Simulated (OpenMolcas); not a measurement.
Kr3+: effect of correlating more closed shells

```yaml
Program: OpenMolcas 26.06
Basis: ANO-RCC-VTZP [6s5p3d1f]
Scalar_Hamiltonian: DKH2, point nucleus
Active_space: 3 electrons in 3 orbitals (4p)
State_averaging: 2S+1 = 4 odd, 1 root; 2S+1 = 2 odd, 8 roots
Spin-orbit_coupling: state interaction with AMFI integrals over the reference wave functions, term energies averaged over their components
```

Methods on the same reference wave functions:
A. CASSCF
B. SS-CASPT2, IPEA 0.25 Eh, imaginary shift 0.1 Eh (closed shells correlated: 4s)
C. SS-CASPT2, IPEA 0.25 Eh, imaginary shift 0.1 Eh (closed shells correlated: 3d 4s)
D. SS-CASPT2, IPEA 0.25 Eh, imaginary shift 0.1 Eh (closed shells correlated: 3s 3p 3d 4s)

Energies in eV above 4s2 4p3 4S* 3/2, the measured ground level; measured values from Saloman, J. Phys. Chem. Ref. Data 36, 215 (2007).

```json
{"Level": "4s2 4p3 4S* 3/2", "A": "0.0000", "B": "0.0000", "C": "0.0000", "D": "0.0000", "Measured": "0.0000"}
{"Level": "4s2 4p3 2D* 3/2", "A": "2.7283", "B": "2.290", "C": "2.302", "D": "2.290", "Measured": "2.1124"}
{"Level": "4s2 4p3 2D* 5/2", "A": "2.8800", "B": "2.455", "C": "2.467", "D": "2.456", "Measured": "2.3185"}
{"Level": "4s2 4p3 2P* 1/2", "A": "4.7505", "B": "4.118", "C": "4.132", "D": "4.116", "Measured": "3.8505"}
{"Level": "4s2 4p3 2P* 3/2", "A": "4.9580", "B": "4.348", "C": "4.362", "D": "4.346", "Measured": "4.1418"}
```

Deviations, from unrounded energies. A percentage is the sum of absolute deviations over the sum of measured energies, with the sign that they share, or ± where signs differ.

```json
{"Against measurement": "mean absolute deviation (cm-1)", "Levels": "4", "A": "5800", "B": "1600", "C": "1700", "D": "1600"}
{"Against measurement": "other terms of the ground configuration (%)", "Levels": "4", "A": "+23.3", "B": "+6.3", "C": "+6.8", "D": "+6.3"}
```

B, D lie about equally close to measurement and A furthest from it. The largest miss of D in the table is 4s2 4p3 2P* 1/2, by +2100 cm-1. The ranking rests on the paired levels alone, and a cruder setting can come out closer through cancelling errors.

Among B to D the level of the table that moves most is 4s2 4p3 2P* 1/2, by 130 cm-1 (lowest in D, highest in C). Moves below CASPT2's spread within the term are not significant.

The mean deviations of B to D differ by less than CASPT2's widest spread within a term (180 cm-1), so their order carries little weight.

From A to B the spin-free energies of the other terms of 4s2 4p3 shown, above 4S*, scale by factors of 0.85 to 0.86.

The lowest spin-free term lies below A's lowest term by 0.084 hartree in B, 0.140 hartree in C, 0.180 hartree in D.

What an inner shell adds also hangs on whether the basis holds functions to correlate it.

CASPT2 does not keep the components of a term degenerate, so their means are used; among the terms shown or strongly mixed into the levels shown the widest spread is 180 cm-1 (4s2 4p3 2D*, D). With the s shell closed, the reference lacks s² → p² mixing. Computed and measured levels are paired by configuration, term and J; levels that our copy of the source lacks, or whose pairing is in doubt (as where it misses far off the trend of its configuration), stay unpaired and out of the deviations. Levels of configurations outside the active space are missing.

* marks odd parity.
